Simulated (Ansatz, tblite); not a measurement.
Forces on (BeO)6 prism (Be₆O₆) at its r2SCAN-D4/def2-SVP geometry. The state is a singlet with charge 0.

The xTB rows come from tblite. Another isomer (singlet) lies 0.03 eV lower at PBE-D4/def2-SVP; other spin states weren't run for this one.

GFN1-xTB (tblite), largest force 0.57 eV/Å:

```xyz
12
positions Å, forces eV/Å
Be   -1.568   -0.278    0.449    0.116    0.229    0.051
Be    0.745   -1.325    0.652    0.088    0.241    0.049
Be   -0.056   -0.433   -1.595    0.098    0.231    0.070
Be   -0.745    1.325   -0.652   -0.088   -0.241   -0.049
Be    0.056    0.433    1.595   -0.098   -0.231   -0.071
Be    1.568    0.278   -0.449   -0.115   -0.229   -0.051
O    -0.620   -1.101    1.389   -0.106   -0.325   -0.462
O     1.061   -1.274   -0.884   -0.494   -0.285    0.062
O    -1.512   -0.109   -1.109    0.099   -0.554    0.114
O    -1.061    1.274    0.884    0.494    0.285   -0.062
O     1.512    0.109    1.109   -0.099    0.554   -0.114
O     0.620    1.101   -1.389    0.106    0.325    0.462
```

GFN2-xTB (tblite), largest force 0.84 eV/Å:

```
Be 0.723 0.028 -0.245
Be -0.413 0.543 -0.345
Be -0.019 0.104 0.754
Be 0.413 -0.543 0.345
Be 0.019 -0.104 -0.754
Be -0.723 -0.028 0.246
O 0.168 0.216 -0.798
O -0.695 0.304 0.368
O 0.625 -0.294 0.484
O 0.695 -0.304 -0.368
O -0.625 0.294 -0.484
O -0.168 -0.216 0.798
```

PBE-D4/def2-TZVP (Ansatz), largest force 1.12 eV/Å:

```
Be 0.994 0.487 -0.162
Be -0.258 1.054 -0.272
Be 0.176 0.572 0.945
Be 0.258 -1.054 0.272
Be -0.176 -0.572 -0.946
Be -0.994 -0.487 0.163
O -0.020 -0.040 0.024
O 0.014 -0.045 -0.021
O -0.039 -0.021 -0.026
O -0.014 0.045 0.021
O 0.039 0.021 0.026
O 0.020 0.040 -0.024
```
